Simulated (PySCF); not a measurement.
Job file and geometry (Å, from GFN2-xTB) of an NMR shielding run on SMILES C#[N+][Al@H-]([Cl])[CH2]C(=C)C, C₅H₉AlClN, GIAO PBE0/pcSseg-1 NMR shielding, non-relativistic, gas phase (PySCF 2.14.0, density-fitted response routines); density fitting, a coarse starting grid and PySCF grid level 2 are the driver's defaults:

```
$ OMP_NUM_THREADS=1 python probes_run.py task.json out

{"job": {"kind": "nmr", "xc": "PBE0", "basis": "pcSseg-1"}, "charge": 0, "multiplicity": 1}
C      3.651433    -0.294148    -0.574152
N      2.846140     0.206261     0.070959
Al     1.061070     0.504438     0.903610
Cl     1.074941    -0.834076     2.445246
C      0.141832     0.079936    -0.866584
C     -1.196935     0.117812    -0.223572
C     -1.764908     1.263730     0.163217
C     -1.835106    -1.210084     0.045327
H      4.387809    -0.747869    -1.183271
H      1.074403     1.984419     1.287191
H      0.281181    -0.837521    -1.440238
H      0.273155     0.931476    -1.538653
H     -2.726983     1.291037     0.647142
H     -1.314147     2.214569    -0.070644
H     -1.134877    -1.850438     0.584100
H     -2.083399    -1.704649    -0.894023
H     -2.742606    -1.102863     0.634439
```

Question: Write the output of this run.

Answer: 
```
coarse grid: 15320 points
cycle   1  E = -952.5779787824  dE =  8.189e-01  |g| = 5.842e-01  |ddm| = 3.691e+00
cycle   2  E = -952.4221846268  dE =  1.558e-01  |g| = 1.006e+00  |ddm| = 1.395e+00
cycle   3  E = -952.6689559802  dE = -2.468e-01  |g| = 2.185e-01  |ddm| = 8.801e-01
cycle   4  E = -952.6783975525  dE = -9.442e-03  |g| = 6.887e-02  |ddm| = 1.717e-01
cycle   5  E = -952.6793908274  dE = -9.933e-04  |g| = 2.042e-02  |ddm| = 6.720e-02
cycle   6  E = -952.6794986054  dE = -1.078e-04  |g| = 3.238e-03  |ddm| = 2.253e-02
cycle   7  E = -952.6795008883  dE = -2.283e-06  |g| = 1.148e-03  |ddm| = 4.129e-03
final grid: 139016 points
cycle   8  E = -952.7253840262  dE = -4.384e-05  |g| = 7.582e-03  |ddm| = 2.943e-02
cycle   9  E = -952.7253809044  dE =  3.122e-06  |g| = 8.102e-03  |ddm| = 1.386e-02
cycle  10  E = -952.7253978952  dE = -1.699e-05  |g| = 1.285e-03  |ddm| = 8.073e-03
cycle  11  E = -952.7253982247  dE = -3.295e-07  |g| = 5.360e-04  |ddm| = 1.304e-03
cycle  12  E = -952.7253982832  dE = -5.853e-08  |g| = 1.831e-04  |ddm| = 4.135e-04
cycle  13  E = -952.7253982897  dE = -6.566e-09  |g| = 5.805e-05  |ddm| = 1.362e-04
cycle  14  E = -952.7253982905  dE = -7.556e-10  |g| = 1.540e-05  |ddm| = 5.900e-05
converged SCF energy = -952.7253982905

GIAO shielding tensors (ppm)
atom      isotropic    diamagn.    paramagn.     s11        s22        s33       span
  0 C       59.951     261.666    -201.715    -24.196     -9.728    213.778    237.974
  1 N       13.231     331.699    -318.467   -162.327   -154.541    356.563    518.890
  2 Al     462.532     795.247    -332.715    358.591    469.370    559.635    201.044
  3 Cl    1024.728    1149.762    -125.034    961.072   1028.410   1084.703    123.631
  4 C      149.614     255.299    -105.685    127.796    141.482    179.565     51.769
  5 C       32.555     263.511    -230.956    -87.462     19.450    165.678    253.140
  6 C       75.784     252.937    -177.153    -21.043    102.956    145.439    166.482
  7 C      158.445     247.235     -88.790    139.880    149.525    185.930     46.050
  8 H       27.166      29.112      -1.947     23.290     23.510     34.697     11.407
  9 H       28.228      29.750      -1.521     24.585     26.004     34.097      9.512
 10 H       30.630      35.113      -4.484     27.426     30.279     34.184      6.758
 11 H       29.595      34.002      -4.407     26.161     28.431     34.193      8.032
 12 H       26.783      31.270      -4.487     23.818     25.527     31.005      7.187
 13 H       26.914      32.303      -5.389     23.482     25.339     31.920      8.438
 14 H       29.592      31.106      -1.514     25.301     30.369     33.105      7.803
 15 H       29.821      29.500       0.321     26.270     27.454     35.739      9.469
 16 H       29.918      30.212      -0.295     26.348     27.946     35.459      9.112
```

Size and cost of the density-fitted run: 195 basis functions, 44 s wall time on 1 thread of an Arm Neoverse V2, shared host; peak memory 0.87 GiB.
